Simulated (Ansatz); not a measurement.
`O=CBCl`. Total charge 0; spin multiplicity 1.

```xyz
6

O    -0.527   -1.683    0.120
C     0.283   -0.796   -0.026
B    -0.215    0.689    0.199
Cl   -0.221    1.754   -1.168
H     1.317   -1.033   -0.368
H    -0.637    1.070    1.243
```

Task: What are the harmonic wavenumbers in cm⁻¹ at PBE0-D4/def2-TZVP (Ansatz, finite differences of forces, unscaled)? (Estimate.)

Result: Ansatz gave: 55, 242, 272, 691, 840, 930, 992, 1127, 1406, 1776, 2686, 2868.

Task: Is this a minimum?

Result: Yes, all 12 modes are real.

Task: Give the ideal-gas thermochemistry at 298.15 K and 1 bar (rigid rotor, harmonic oscillator; point group C1, symmetry number 1).

Result: Zero-point energy 83.1 kJ/mol; H(298) − E = 98.4 kJ/mol; entropy 303.7 J/(mol·K), of which translation 162.9, rotation 104.0, vibration 36.8; G(298) − E = 7.9 kJ/mol. Modes under 100 cm⁻¹ are hindered rotations or soft bends, so the harmonic entropy is rough.
